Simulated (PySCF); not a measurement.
Nb²²⁺: ionisation energy

Nb²²⁺ [Ar] 3d1 [3d3/2^1, M_J = 3/2] → Nb²³⁺ [Ar], as a difference of total energies. Computed with PySCF 2.14 in an uncontracted even-tempered set (16 s from 2.7 bohr⁻², ratio 2.8; 12 p from 3.5 bohr⁻², ratio 2.8; 8 d from 3.5 bohr⁻², ratio 2.8; 3 f from 11 bohr⁻², ratio 3), with the two-component X2C-1e Hamiltonian. Correlated levels: [Ne] frozen; the 74 highest virtual spinors dropped. "Screened" scales the spin-orbit matrix elements by Boettger's factors to mimic the two-electron term; Breit and QED terms are absent.

| method | ionisation energy (eV) |
| --- | --- |
| GHF (spin-free) | 997.94 |
| GMP2 (spin-free) | 997.89 |
| GHF (screened spin-orbit) | 1000.3 |
| GMP2 (screened spin-orbit) | 1000.3 |

Breit and QED terms and the two-electron picture change are absent.

The spin-free rows lack the spin-orbit shift.

For comparison: 1000 ± 4 eV (theoretical estimate listed by NIST; NIST Atomic Spectra Database, ionization energies).
